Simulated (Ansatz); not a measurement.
Nudged elastic band run: Cl3GeH4Si

The input (input.yaml):

```yaml
crystal:
  periodic: [false, false, false]
  atoms:
    - { symbol: Ge, position_ang: [0.001155, 0.001126, -0.281029] }
    - { symbol: Cl, position_ang: [0.014573, 0.024823, 1.890531] }
    - { symbol: Cl, position_ang: [2.043197, 0.026143, -0.986794] }
    - { symbol: Cl, position_ang: [-0.998204, 1.781946, -0.98716] }
    - { symbol: H, position_ang: [-0.725204, -1.257161, -0.802764] }
    - { symbol: Si, position_ang: [-0.005784, -0.009898, 5.338148] }
    - { symbol: H, position_ang: [-0.778892, -1.213585, 5.802006] }
    - { symbol: H, position_ang: [1.429052, -0.074723, 5.782692] }
    - { symbol: H, position_ang: [-0.661993, 1.268031, 5.781769] }
magnetization:
  spin_polarized: true
  initial_magnetization: 1
basis:
  gaussian: { orbitals: def2-SVP }
hamiltonian:
  xc: pbe
neb:
  order_check: false
  images: 7
  f_tol: 0.05
  max_iterations: 60
  final_atoms:
    - { symbol: Ge, position_ang: [0.00727089, 0.01140095, -0.42690554] }
    - { symbol: Cl, position_ang: [-0.01512211, -0.0255614, 3.13134922] }
    - { symbol: Cl, position_ang: [2.05967189, 0.01255608, -1.19908313] }
    - { symbol: Cl, position_ang: [-1.01802938, 1.78934235, -1.19910161] }
    - { symbol: H, position_ang: [-0.71066441, -1.23218398, -1.09100947] }
    - { symbol: Si, position_ang: [-0.00308948, -0.00522316, 5.22203537] }
    - { symbol: H, position_ang: [-0.7683786, -1.19673078, 5.71501602] }
    - { symbol: H, position_ang: [1.41883028, -0.06850854, 5.69302423] }
    - { symbol: H, position_ang: [-0.65258907, 1.26161049, 5.69207391] }
  initial_path:
    images:
      - { positions_ang: [[0.001155, 0.001126, -0.281029], [0.014573, 0.024823, 1.890531], [2.043197, 0.026143, -0.986794], [-0.998204, 1.781946, -0.98716], [-0.725204, -1.257161, -0.802764], [-0.005784, -0.009898, 5.338148], [-0.778892, -1.213585, 5.802006], [1.429052, -0.074723, 5.782692], [-0.661993, 1.268031, 5.781769]] }
      - { positions_ang: [[0.00081426, 0.00075548, -0.21076874], [0.01093146, 0.01862015, 2.03540125], [2.05570469, 0.01949186, -0.924963], [-1.01012206, 1.78921738, -0.92523667], [-0.72646551, -1.25917938, -0.73105705], [-0.00428347, -0.00733016, 5.22861399], [-0.77000323, -1.19960268, 5.69841676], [1.41552916, -0.07215502, 5.68384452], [-0.65420529, 1.25688438, 5.68314794]] }
      - { positions_ang: [[0.00047352, 0.00038495, -0.14050848], [0.00728991, 0.0124173, 2.1802715], [2.06821237, 0.01284072, -0.863132], [-1.02204012, 1.79648877, -0.86331335], [-0.72772703, -1.26119776, -0.65935009], [-0.00278293, -0.00476233, 5.11907998], [-0.76111446, -1.18562036, 5.59482751], [1.40200633, -0.06958704, 5.58499704], [-0.64641759, 1.24573775, 5.58452689]] }
      - { positions_ang: [[0.00013278, 1.443e-05, -0.07024822], [0.00364837, 0.00621445, 2.32514175], [2.08072006, 0.00618957, -0.801301], [-1.03395818, 1.80376015, -0.80139002], [-0.72898854, -1.26321615, -0.58764314], [-0.0012824, -0.00219449, 5.00954597], [-0.75222569, -1.17163803, 5.49123827], [1.38848349, -0.06701906, 5.48614956], [-0.63862988, 1.23459113, 5.48590583]] }
      - { positions_ang: [[-0.00020796, -0.0003561, 1.204e-05], [6.83e-06, 1.16e-05, 2.470012], [2.09322774, -0.00046157, -0.73947], [-1.04587624, 1.81103153, -0.7394667], [-0.73025006, -1.26523453, -0.51593619], [0.00021814, 0.00037335, 4.90001197], [-0.74333693, -1.15765571, 5.38764902], [1.37496066, -0.06445108, 5.38730208], [-0.63084217, 1.22344451, 5.38728478]] }
      - { positions_ang: [[0.00166175, 0.00258316, -0.10671736], [-0.00377541, -0.00638165, 2.63534631], [2.08483878, 0.00279284, -0.85437328], [-1.03891452, 1.80560924, -0.85437542], [-0.72535365, -1.25697189, -0.65970451], [-0.00060877, -0.00102578, 4.98051782], [-0.74959735, -1.16742448, 5.46949077], [1.38592806, -0.06546545, 5.46373261], [-0.6362789, 1.232986, 5.46348206]] }
      - { positions_ang: [[0.00353147, 0.00552243, -0.21344675], [-0.00755764, -0.0127749, 2.80068061], [2.07644981, 0.00604725, -0.96927656], [-1.03195281, 1.80018694, -0.96928415], [-0.72045724, -1.24870925, -0.80347283], [-0.00143567, -0.00242491, 5.06102367], [-0.75585776, -1.17719325, 5.55133252], [1.39689547, -0.06647981, 5.54016315], [-0.64171562, 1.2425275, 5.53967934]] }
      - { positions_ang: [[0.00540118, 0.00846169, -0.32017614], [-0.01133988, -0.01916815, 2.96601491], [2.06806085, 0.00930167, -1.08417984], [-1.02499109, 1.79476465, -1.08419288], [-0.71556082, -1.24044662, -0.94724115], [-0.00226258, -0.00382404, 5.14152952], [-0.76211818, -1.18696201, 5.63317427], [1.40786287, -0.06749418, 5.61659369], [-0.64715235, 1.252069, 5.61587663]] }
      - { positions_ang: [[0.00727089, 0.01140095, -0.42690554], [-0.01512211, -0.0255614, 3.13134922], [2.05967189, 0.01255608, -1.19908313], [-1.01802938, 1.78934235, -1.19910161], [-0.71066441, -1.23218398, -1.09100947], [-0.00308948, -0.00522316, 5.22203537], [-0.7683786, -1.19673078, 5.71501602], [1.41883028, -0.06850854, 5.69302423], [-0.65258907, 1.26161049, 5.69207391]] }
```

Run as:

```bash
$ ansatz run input.yaml --threads 4 --pin off --max-ram 5120MiB --backend cpu --events-out ev --progress --plain --runs-dir out
```

Output, in part (warnings, iteration lines, the closing report on the highest movable image, with atoms numbered from 0):

```
NEB end point (image 0): max|allowed force component| = 1.064e-2 eV/Å (the criterion of neb.relax_end_points is 1.000e-2)
NEB end point (image 8): max|allowed force component| = 1.303e-2 eV/Å (the criterion of neb.relax_end_points is 1.000e-2)
NEB iter   1: max|band force component| = 1.670e0 eV/Å  barrier→ = 0.1374 eV  barrier← = 0.7276 eV  Δτ_max = 0.2000 Å  (263 SCF iters)
NEB iter   2: max|band force component| = 1.256e0 eV/Å  barrier→ = 0.0462 eV  barrier← = 0.6364 eV  Δτ_max = 0.1858 Å  (214 SCF iters)
NEB iter   3: max|band force component| = 6.653e-1 eV/Å  barrier→ = 0.0648 eV  barrier← = 0.6550 eV  Δτ_max = 0.0688 Å  (214 SCF iters)
NEB iter   4: max|band force component| = 2.573e-1 eV/Å  barrier→ = 0.0759 eV  barrier← = 0.6660 eV  CI = image 3  Δτ_max = 0.0734 Å  (204 SCF iters)
NEB iter   5: max|band force component| = 8.289e-2 eV/Å  barrier→ = 0.0565 eV  barrier← = 0.6466 eV  CI = image 3  Δτ_max = 0.0736 Å  (198 SCF iters)
NEB iter   6: max|band force component| = 5.173e-2 eV/Å  barrier→ = 0.0567 eV  barrier← = 0.6468 eV  CI = image 3  Δτ_max = 0.1115 Å  (185 SCF iters)
NEB iter   7: max|band force component| = 1.126e-1 eV/Å  barrier→ = 0.0567 eV  barrier← = 0.6468 eV  CI = image 3  Δτ_max = 0.0568 Å  (201 SCF iters)
NEB iter   8: max|band force component| = 1.274e-1 eV/Å  barrier→ = 0.0566 eV  barrier← = 0.6468 eV  CI = image 3  Δτ_max = 0.0281 Å  (202 SCF iters)
NEB iter   9: max|band force component| = 3.871e-2 eV/Å  barrier→ = 0.0565 eV  barrier← = 0.6467 eV  CI = image 3  Δτ_max = 0.0000 Å  (406 SCF iters)
Total energy: -101980.76825541 eV, -3747.7241083387 hartree
Atom 0 at     0.009101     0.014950     0.002831 Å, force    -0.000369    -0.000706     0.001289 eV/Å
Atom 1 at     0.039243     0.067674     2.292460 Å, force     0.000216     0.000382    -0.003367 eV/Å
Atom 2 at     2.042836     0.000628    -0.767132 Å, force     0.000237    -0.000251    -0.000306 eV/Å
Atom 3 at    -1.020112     1.768903    -0.767551 Å, force    -0.000355     0.000108    -0.000326 eV/Å
Atom 4 at    -0.726646    -1.259586    -0.501383 Å, force    -0.001001    -0.001732     0.000813 eV/Å
Atom 5 at    -0.006206    -0.010711     4.993284 Å, force     0.003397     0.005876     0.006296 eV/Å
Atom 6 at    -0.783156    -1.220848     5.427099 Å, force     0.001113     0.001596    -0.008448 eV/Å
Atom 7 at     1.429046    -0.079857     5.428781 Å, force    -0.003820    -0.001232     0.001736 eV/Å
Atom 8 at    -0.666205     1.265546     5.429010 Å, force     0.000581    -0.004041     0.002313 eV/Å
Dipole moment:    -0.142591    -0.246977     0.259124 e Å
```

The run converged. A vibrational analysis at the climbing image gives one clearly imaginary mode, 160i cm⁻¹: a first-order saddle point.

Final band (atoms are numbered from 1 in the order of the input):

```
image  path coordinate (Å)  energy (kcal/mol)  Ge1–Cl2 (Å)  Cl2–Si6 (Å)
    0                 0.00                0.0         2.17         3.45
    1                 0.33                0.1         2.18         3.23
    2                 0.66                0.6         2.20         3.01
    3                 0.99                1.3         2.29         2.70
    4                 1.39               -7.5         2.70         2.22
    5                 1.80              -12.5         3.05         2.10
    6                 2.21              -13.5         3.29         2.09
    7                 2.61              -13.7         3.53         2.09
    8                 3.02              -13.6         3.56         2.09
```

The run took 2.1 min on 4 threads of Arm Neoverse V2 (shared host), peak memory 0.22 GiB.
